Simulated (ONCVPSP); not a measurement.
## tellurium: from the effect back to the setting (ONCV)

Base potential:

- Element: Te
- Generator: ONCVPSP 4.0.1
- Type: optimised norm-conserving Vanderbilt (ONCV)
- Functional: PBE
- Relativity: fully relativistic
- Frozen core: [Kr] 4d10
- Valence charge: 6
- Reference configuration: 5s2 5p3.5 (charge +0.5)
- Partial waves: 5s: rc 1.85 bohr, ncon 5, nbas 8, qcut 3.5 1/bohr, 2 projectors, debl 3.5 Ha; 5p: rc 1.60 bohr, ncon 4, nbas 9, qcut 5.8 1/bohr, 1 projector; d scattering state at 0.1 Ha: rc 1.90 bohr, ncon 4, nbas 8, qcut 5.2 1/bohr, 1 projector
- Local potential: polynomial inside 1.05 bohr (lpopt 1, dvloc0 1 Ha)
- Core correction: Teter function, fcfact 1.75, rcfact 1.6

Open shells are filled in proportion to 2j + 1.

Cutoffs, loose and tight: the cutoffs (Ha) at which the residual kinetic energy of the hardest occupied pseudo-wave falls to 1 and 0.1 mHa per electron. They do not see the model core or the augmentation charge, which bear on the density cutoff. Test errors are all-electron minus pseudo excitation energies from the reference, over the configurations 5s2 5p4; 5s2 5p3; 5s2 5p2; 5s1 5p5; variants that change the core or the reference have their own tests. The largest error is taken over the tests solved by every variant that gives reliable tests at all, those not shown here included: 5s1 5p5; 5s2 5p3; 5s2 5p4.

Only the scale of all radii but the core radius (base = 1) is moved (4 further runs of the sweep failed or gave no value and are left out):

| scale of all radii but the core radius (base = 1) | cutoff, loose | cutoff, tight | bound ghosts | largest test error (meV) |
| --- | --- | --- | --- | --- |
| 1 | 28 Ha | 102 Ha | s, p3/2, p1/2 | -81 |
| 1.15 | 15 Ha | 32 Ha | none | -7.9 |
| 1.22 | 14 Ha | 29 Ha | none | -11 |
| 1.27 | 12 Ha | 27 Ha | none | -14 |
| 1.33 | 10 Ha | 24 Ha | none | -17 |

Problem. One more run gave cutoff, loose: 14 Ha; cutoff, tight: 58 Ha; bound ghosts: s, p3/2, p1/2; largest test error (meV): -7.2. Which value of the scale of all radii but the core radius (base = 1) was used?

Solution. 1.07. The tight cutoff moves one way along this sweep, from 102 Ha at 1 to 24 Ha at 1.33, which places the run between 1 and 1.15.
